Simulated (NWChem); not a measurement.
System: C₄H₄F₂; SMILES CC#CC(F)F

The following NWChem deck was run.

```
start job
memory heap 200 mb stack 900 mb global 1100 mb
geometry units angstroms noautosym nocenter noautoz
  C      2.889790     0.584680     0.022065
  C      1.444606     0.393568    -0.023541
  C      0.249216     0.222781    -0.056011
  C     -1.201302     0.070436    -0.114440
  F     -1.700828    -0.245880     1.120530
  F     -1.543367    -0.942947    -0.969210
  H      3.185959     1.118287     0.932831
  H      3.237718     1.168597    -0.838076
  H      3.414205    -0.377816     0.010533
  H     -1.709038     0.979746    -0.455974
end
basis spherical
  * library 6-31g*
end
dft
  xc b3lyp
  iterations 150
end
cosmo
  do_cosmo_smd true
  solvent water
end
task dft energy
```

Coordinates come from a B3LYP/6-31G* (spherical d) optimisation. B3LYP is NWChem's, with the RPA form of VWN correlation. Solvent: water.

Level: B3LYP/6-31G* with SMD (1 M gas to 1 M solution), gas-phase geometry.

Problem. Give the results of this calculation. (B3LYP/6-31G* (spherical d), SMD on the gas-phase geometry.) Quantities: solvation free energy (kcal/mol); cavity-dispersion-structure term (kcal/mol); dipole in solution (D).

Solution. 
```
Quantity                                     Result
-------------------------------------------  ------
solvation free energy (kcal/mol)               -0.8
cavity-dispersion-structure term (kcal/mol)     4.4
dipole in solution (D)                         3.56
```
